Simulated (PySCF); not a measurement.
Species: C₆H₆O₃.
InChI=1S/C6H6O3/c1-8-6(7)5-2-3-9-4-5/h2-4H,1H3

A linear-response calculation (PySCF, def2-SVPD basis, gas phase, vertical, core orbitals frozen in the response) gave these numbers; the functional is withheld.

Orbital energies (eV): HOMO-3 -10.37, HOMO-2 -9.82, HOMO-1 -9.75, HOMO -8.42, LUMO 0.14, LUMO+1 1.22, LUMO+2 1.34.

```json
{"state": "S1", "E (eV)": "5.50", "f": "0.0001", "main configurations (H = HOMO, L = LUMO)": "H-1→L (87%)"}
{"state": "S2", "E (eV)": "5.65", "f": "0.081", "main configurations (H = HOMO, L = LUMO)": "H→L (96%)"}
{"state": "S3", "E (eV)": "6.53", "f": "0.0094", "main configurations (H = HOMO, L = LUMO)": "H→L+2 (50%), H-2→L (47%)"}
{"state": "S4", "E (eV)": "6.86", "f": "0.0028", "main configurations (H = HOMO, L = LUMO)": "H→L+1 (64%), H→L+3 (31%)"}
{"state": "S5", "E (eV)": "6.98", "f": "0.611", "main configurations (H = HOMO, L = LUMO)": "H-2→L (49%), H→L+2 (44%)"}
{"state": "S6", "E (eV)": "7.47", "f": "0.063", "main configurations (H = HOMO, L = LUMO)": "H-3→L (88%)"}
```

Triplets (Tamm–Dancoff): T1 3.81 eV, H→L (78%), H→L+2 (12%); T2 4.81 eV, H→L+2 (68%), H-2→L+2 (10%); T3 5.08 eV, H-1→L (84%), H-1→L+2 (9%); T4 5.76 eV, H-2→L (56%), H-3→L (22%).

Vertical ionisation energy by ΔSCF with the same functional: 9.20 eV. Mean static polarisability: 78.6 au.

Question: Which of these was used?
A. CAM-B3LYP
B. PBE
C. HF
D. B3LYP

Answer: A. CAM-B3LYP is range-separated, 19% exact exchange at short range and 65% at long range (ω = 0.33 bohr⁻¹). In this run −ε(HOMO) = 8.42 eV differs from the ΔSCF value by -0.78 eV, and S1 differs from the orbital gap of 8.56 eV by -3.05 eV. The ratio −ε(HOMO)/IP is 0.91. Usual ranges for neutral molecules in this basis: 0.85 to 0.93 with CAM-B3LYP, 0.5 to 0.7 with PBE, 0.67 to 0.83 with B3LYP; Hartree–Fock can't fall below 1, since the ion's relaxation only lowers the ΔSCF value. The other options: PBE, a GGA without exact exchange; HF, time-dependent Hartree–Fock, 100% exact exchange; B3LYP, a global hybrid with 20% exact exchange.

Method: PySCF 2.14.0, density-fitted response routines, TDDFT CAM-B3LYP/def2-SVPD, vertical, gas phase, core orbitals frozen in the response. One conformer (not necessarily the lowest) at the PBE0-D3(BJ)/def2-SVP geometry, without solvent, vibrations or thermal averaging.

The values belong to the conformer `[CH3:1][O:2][C:3](=[O:4])[c:5]1[cH:6][cH:7][o:8][cH:9]1`: C1–O2–C3–O4 0°, O2–C3–C5–C6 0°.
